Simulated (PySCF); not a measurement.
Compound: C₄H₁₂O₄Si.
Bonds: C1–O2, O2–Si3, Si3–O4, O4–C5, Si3–O6, O6–C7, Si3–O8, O8–C9. Hydrogens: H10, H11, H12 on C1; H13, H14, H15 on C5; H16, H17, H18 on C7; H19, H20, H21 on C9.

The same species was optimised twice, with GFN2-xTB and with PBE0-D3(BJ)/def2-SVP (PySCF), and the same property calculations (PySCF, gas phase) were run on both structures.

```json
{"coordinate": "O2–Si3 (Å)", "GFN2-xTB": "1.625", "PBE0-D3(BJ)/def2-SVP": "1.642", "change": "+0.017"}
{"coordinate": "Si3–O6 (Å)", "GFN2-xTB": "1.624", "PBE0-D3(BJ)/def2-SVP": "1.642", "change": "+0.018"}
{"coordinate": "Si3–O4 (Å)", "GFN2-xTB": "1.625", "PBE0-D3(BJ)/def2-SVP": "1.642", "change": "+0.017"}
{"coordinate": "Si3–O8 (Å)", "GFN2-xTB": "1.625", "PBE0-D3(BJ)/def2-SVP": "1.642", "change": "+0.017"}
{"coordinate": "O6–C7 (Å)", "GFN2-xTB": "1.405", "PBE0-D3(BJ)/def2-SVP": "1.403", "change": "-0.002"}
{"coordinate": "O4–C5 (Å)", "GFN2-xTB": "1.406", "PBE0-D3(BJ)/def2-SVP": "1.403", "change": "-0.003"}
{"coordinate": "O8–C9 (Å)", "GFN2-xTB": "1.405", "PBE0-D3(BJ)/def2-SVP": "1.403", "change": "-0.002"}
{"coordinate": "C1–O2 (Å)", "GFN2-xTB": "1.405", "PBE0-D3(BJ)/def2-SVP": "1.403", "change": "-0.002"}
{"coordinate": "C1–O2–Si3 (°)", "GFN2-xTB": "127.6", "PBE0-D3(BJ)/def2-SVP": "124.9", "change": "-2.7"}
{"coordinate": "Si3–O6–C7 (°)", "GFN2-xTB": "127.8", "PBE0-D3(BJ)/def2-SVP": "125.4", "change": "-2.4"}
{"coordinate": "Si3–O8–C9 (°)", "GFN2-xTB": "127.7", "PBE0-D3(BJ)/def2-SVP": "125.3", "change": "-2.4"}
{"coordinate": "Si3–O4–C5 (°)", "GFN2-xTB": "127.7", "PBE0-D3(BJ)/def2-SVP": "125.3", "change": "-2.4"}
{"coordinate": "O2–Si3–O8 (°)", "GFN2-xTB": "117.2", "PBE0-D3(BJ)/def2-SVP": "115.2", "change": "-2.0"}
{"coordinate": "O4–Si3–O6 (°)", "GFN2-xTB": "117.3", "PBE0-D3(BJ)/def2-SVP": "115.3", "change": "-2.0"}
{"coordinate": "O2–Si3–O6 (°)", "GFN2-xTB": "105.6", "PBE0-D3(BJ)/def2-SVP": "106.8", "change": "+1.2"}
{"coordinate": "O4–Si3–O8 (°)", "GFN2-xTB": "105.6", "PBE0-D3(BJ)/def2-SVP": "106.5", "change": "+0.9"}
{"coordinate": "C1–O2–Si3–O4 (°)", "GFN2-xTB": "47", "PBE0-D3(BJ)/def2-SVP": "44", "change": "-3"}
{"coordinate": "O2–Si3–O4–C5 (°)", "GFN2-xTB": "-169", "PBE0-D3(BJ)/def2-SVP": "-166", "change": "+3"}
{"coordinate": "O2–Si3–O6–C7 (°)", "GFN2-xTB": "-44", "PBE0-D3(BJ)/def2-SVP": "-43", "change": "+1"}
{"coordinate": "O2–Si3–O8–C9 (°)", "GFN2-xTB": "-72", "PBE0-D3(BJ)/def2-SVP": "-74", "change": "-2"}
```

Rotational constants: A = 1184, B = 1172, C = 1144 MHz (GFN2-xTB) against A = 1180, B = 1172, C = 1150 MHz (PBE0-D3(BJ)/def2-SVP). Atoms that the bonding makes alike are paired by their places after alignment.

On the GFN2-xTB structure: HOMO (eV) -7.95 [PBE0/pcSseg-1]; LUMO (eV) 1.35 [PBE0/pcSseg-1]; dipole (D) 0.08 [PBE0/pcSseg-1]; GIAO shielding of C1/C5/C7/C9 (mean) (ppm) 133.1 [PBE0/pcSseg-1]; GIAO shielding of O2/O4/O6/O8 (mean) (ppm) 319.1 [PBE0/pcSseg-1]; GIAO shielding of Si3 (ppm) 438.1 [PBE0/pcSseg-1].

Problem. What do these properties become on the PBE0-D3(BJ)/def2-SVP structure?

Solution. 
```tsv
property	level	on GFN2-xTB	on PBE0-D3(BJ)/def2-SVP	change
HOMO (eV)	PBE0/pcSseg-1	-7.95	-8.00	-0.05
LUMO (eV)	PBE0/pcSseg-1	1.35	1.32	-0.03
dipole (D)	PBE0/pcSseg-1	0.08	0.05	-0.03
energy, GFN2-xTB geometry as zero (kcal/mol)	PBE0/pcSseg-1	0.0	-0.6	-0.6
GIAO shielding of C1/C5/C7/C9 (mean) (ppm)	PBE0/pcSseg-1	133.1	132.0	-1.1
GIAO shielding of O2/O4/O6/O8 (mean) (ppm)	PBE0/pcSseg-1	319.1	316.5	-2.6
GIAO shielding of Si3 (ppm)	PBE0/pcSseg-1	438.1	433.4	-4.7
```

The heavy atoms differ by 0.033 Å rms after alignment. Among bonds between heavy atoms O2–Si3, Si3–O4, Si3–O6 and Si3–O8 change most and about equally (+0.017 to +0.018 Å). Changes are differences of the printed values. Neither structure is proved a minimum here.

Conformer computed: `[CH3:1][O:2][Si:3]([O:4][CH3:5])([O:6][CH3:7])[O:8][CH3:9]`: C1–O2–Si3–O4 44°, O2–Si3–O4–C5 -166°, O2–Si3–O6–C7 -43°, O2–Si3–O8–C9 -74°.
